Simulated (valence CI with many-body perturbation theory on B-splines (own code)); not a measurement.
# Energy levels of Er37+

Level of theory: configuration interaction combined with many-body perturbation theory (CI+MBPT): three valence electrons over a frozen Dirac-Fock core [Ar] 3d10, a basis of 11 s, 11 p, 10 d, 8 f, 5 g, 2 h functions for each j, with the one-electron correlation potential Σ1 (screened to all orders), the two-electron term Σ2, the three-electron term Σ3, Breit, model QED; selected single and double excitations, second order for the rest, scaled by the run's own slope (own B-spline code, finite nucleus).

The last digits are not significant, and no measured levels were compared; by estimate large intervals hold to a few tenths of a per cent, small ones and those within an open d or f shell to about a per cent.

Levels 91 to 135 of 195, with energies above the lowest level, (4s^2 4p1/2) J=1/2. "Leading %" is the weight of the configuration and term that name the level; weights of strongly mixed levels are sums over their largest components and can fall short. In the jj column 3d3/2^4 stands for four electrons in 3d with j = 3/2. Lifetimes count E1, E2, E3, M1 and M2 decay at the calculated energies, and are blank where another channel may lead or the interval is too uncertain; long ones can be off by a factor of two.

| No. | Configuration | Term | J | E (eV) | Leading % | Lifetime | Leading jj |
| --- | --- | --- | --- | --- | --- | --- | --- |
| 91 | 4s 4p 4f | 4G | 9/2 | 500.44 | 35 | 1.81 ps | 4s 4p3/2 4f5/2 (37 %) |
| 92 | 4s 4d2 | 2F | 5/2 | 500.79 | 25 | 1.59 ps | 4s 4p3/2 4f7/2 (46 %) |
| 93 | 4p2 4d | 2D | 3/2 | 501.64 | 26 | 1.26 ps | 4s 4d3/2 4d5/2 (30 %) |
| 94 | 4p2 4d | 2P | 1/2 | 501.75 | 28 | 1.60 ps | 4p3/2^2 4d5/2 (65 %) |
| 95 | 4s 4d2 | 2D | 5/2 | 503.41 | 43 | 1.66 ps | 4s 4d5/2^2 (78 %) |
| 96 | 4s 4p 4f | 2F | 7/2 | 506.31 | 48 | 1.73 ps | 4s 4p3/2 4f7/2 (74 %) |
| 97 | 4p2 4d | 2D | 5/2 | 507.09 | 56 | 2.78 ps | 4p3/2^2 4d5/2 (75 %) |
| 98 | 4s 4p 4f | 2F | 5/2 | 509.56 | 49 | 1.15 ps | 4s 4p3/2 4f5/2 (58 %) |
| 99 | 4s 4d2 | 2P | 1/2 | 509.70 | 44 | 778 fs | 4s 4d3/2 4d5/2 (46 %) |
| 100 | 4s 4d2 | 2F | 7/2 | 511.06 | 33 | 1.68 ps | 4s 4p3/2 4f7/2 (32 %) |
| 101 | 4s 4p 4f | 2G | 9/2 | 513.99 | 77 | 1.65 ps | 4s 4p3/2 4f7/2 (47 %) |
| 102 | 4s 4p 4f | 2D | 3/2 | 515.98 | 52 | 1.51 ps | 4s 4p3/2 4f7/2 (38 %) |
| 103 | 4s 4d2 | 2P | 3/2 | 521.68 | 34 | 1.01 ps | 4s 4d5/2^2 (30 %) |
| 104 | 4s 4d2 | 2S | 1/2 | 521.91 | 52 | 1.20 ps | 4s 4d5/2^2 (71 %) |
| 105 | 4s 4p 4f | 2G | 9/2 | 522.95 | 45 | 1.04 ps | 4s 4p3/2 4f7/2 (54 %) |
| 106 | 4s 4p 4f | 2G | 7/2 | 523.43 | 38 | 816 fs | 4s 4p3/2 4f5/2 (56 %) |
| 107 | 4s 4p 4f | 2D | 5/2 | 524.52 | 59 | 1.19 ps | 4s 4p3/2 4f7/2 (68 %) |
| 108 | 4p2 4f | 2F° | 5/2 | 526.15 | 34 | 3.83 ps | 4p1/2^2 4f5/2 (91 %) |
| 109 | 4s 4d2 | 2F | 7/2 | 526.83 | 25 | 1.00e+03 fs | 4s 4p3/2 4f7/2 (39 %) |
| 110 | 4p2 4d | 2D | 3/2 | 528.89 | 20 | 904 fs | 4p3/2^2 4d5/2 (42 %) |
| 111 | 4p2 4f | 2F° | 7/2 | 530.87 | 31 | 4.74 ps | 4p1/2^2 4f7/2 (94 %) |
| 112 | 4p2 4d | 2F | 5/2 | 531.92 | 28 | 784 fs | 4p3/2^2 4d5/2 (46 %) |
| 113 | 4p 4d2 | 4G° | 5/2 | 549.49 | 56 | 2.78 ps | 4p1/2 4d3/2^2 (89 %) |
| 114 | 4p 4d2 | 4G° | 7/2 | 562.82 | 57 | 5.67 ps | 4p1/2 4d3/2 4d5/2 (90 %) |
| 115 | 4p 4d2 | 4D° | 1/2 | 562.85 | 48 | 1.62 ps | 4p1/2 4d3/2^2 (95 %) |
| 116 | 4p 4d2 | 4F° | 3/2 | 564.72 | 44 | 1.09 ps | 4p1/2 4d3/2^2 (71 %) |
| 117 | 4p 4d2 | 2D° | 5/2 | 565.00 | 26 | 3.98 ps | 4p1/2 4d3/2 4d5/2 (89 %) |
| 118 | 4p 4d2 | 2H° | 9/2 | 565.75 | 45 | 7.11 ps | 4p1/2 4d3/2 4d5/2 (81 %) |
| 119 | 4p 4d2 | 4D° | 3/2 | 568.30 | 34 | 1.96 ps | 4p1/2 4d3/2 4d5/2 (70 %) |
| 120 | 4p 4d2 | 4P° | 1/2 | 569.47 | 50 | 2.87 ps | 4p1/2 4d3/2 4d5/2 (99 %) |
| 121 | 4p 4d2 | 2G° | 7/2 | 577.29 | 26 | 1.82 ps | 4p1/2 4d3/2 4d5/2 (50 %) |
| 122 | 4p 4d2 | 4F° | 5/2 | 577.75 | 20 | 1.24 ps | 4p1/2 4d3/2 4d5/2 (78 %) |
| 123 | 4p 4d2 | 4D° | 7/2 | 580.17 | 36 | 2.33 ps | 4p1/2 4d5/2^2 (48 %) |
| 124 | 4p 4d2 | 4G° | 9/2 | 581.00 | 31 | 4.69 ps | 4p1/2 4d5/2^2 (62 %) |
| 125 | 4p 4d2 | 4D° | 3/2 | 581.22 | 37 | 1.25 ps | 4p1/2 4d3/2 4d5/2 (75 %) |
| 126 | 4p2 4f | 2G° | 7/2 | 582.49 | 66 | 1.99 ps | 4p1/2 4p3/2 4f5/2 (87 %) |
| 127 | 4p2 4f | 4G° | 5/2 | 583.60 | 37 | 1.83 ps | 4p1/2 4p3/2 4f5/2 (74 %) |
| 128 | 4p2 4f | 4F° | 3/2 | 585.99 | 38 | 1.61 ps | 4p1/2 4p3/2 4f5/2 (58 %) |
| 129 | 4p2 4f | 4G° | 9/2 | 586.45 | 34 | 2.05 ps | 4p1/2 4p3/2 4f5/2 (51 %) |
| 130 | 4p2 4f | 2F° | 5/2 | 586.67 | 36 | 2.00 ps | 4p1/2 4p3/2 4f5/2 (48 %) |
| 131 | 4p2 4f | 4F° | 3/2 | 587.33 | 35 | 2.06 ps | 4p1/2 4p3/2 4f5/2 (42 %) |
| 132 | 4p2 4f | 4F° | 9/2 | 587.50 | 52 | 2.27 ps | 4p1/2 4p3/2 4f7/2 (96 %) |
| 133 | 4p2 4f | 2H° | 11/2 | 587.71 | 57 | 3.67 ps | 4p1/2 4p3/2 4f7/2 (92 %) |
| 134 | 4p2 4f | 4F° | 5/2 | 587.78 | 26 | 2.21 ps | 4p1/2 4p3/2 4f7/2 (38 %) |
| 135 | 4p2 4f | 2F° | 7/2 | 588.13 | 24 | 2.16 ps | 4p1/2 4p3/2 4f7/2 (71 %) |

Where two levels of one J and parity lie close, their mixing, g and order are uncertain.
